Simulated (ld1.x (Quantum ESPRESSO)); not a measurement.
**u(r) = r·R(r): atom against pseudo-atom (cadmium)**

Columns: radius, all-electron u(r) and pseudo u(r) of the 4p shell (level -66.97 eV) of cadmium in the configuration [Ar] 3d10 4s2 4p6 4d10 5s2 5p0; PBE, scalar-relativistic, PAW scheme, ld1.x (Quantum ESPRESSO) 7.5.

```
r (bohr)  all-electron  pseudo
   0.113        0.1945  0.0172
   0.225       -0.5810  0.0664
   0.338       -0.4657  0.1428
   0.450        0.1087  0.2367
   0.563        0.6582  0.3392
   0.675        1.0046  0.4378
   0.788        1.1538  0.5240
   0.900        1.1577  0.5879
   1.013        1.0755  0.6253
   1.125        0.9530  0.6334
   1.238        0.8170  0.6137
   1.350        0.6862  0.5706
   1.463        0.5665  0.5100
   1.575        0.4631  0.4404
   1.688        0.3748  0.3682
   1.800        0.3019  0.3008
   1.913        0.2415  0.2415
   2.025        0.1928  0.1928
   2.138        0.1531  0.1531
   2.250        0.1216  0.1216
   2.363        0.0961  0.0961
   2.475        0.0760  0.0760
   2.588        0.0599  0.0599
   2.700        0.0472  0.0472
   2.813        0.0372  0.0372
   2.925        0.0293  0.0293
```

Task: How many radial nodes do the two functions have?

Result: The all-electron 4p function has n − l − 1 = 2; the pseudo-wave has 0, since the states of the same l below it are removed with the core.

Task: At about which radius was the pseudo-wave matched?

Result: 2.00 bohr, where the columns begin to agree (steps of 0.11 bohr).

Task: Is the pseudo-wave norm-conserving?

Result: No, it belongs to a PAW set: the norm inside the radius is not constrained, and the difference is carried by the augmentation charge.
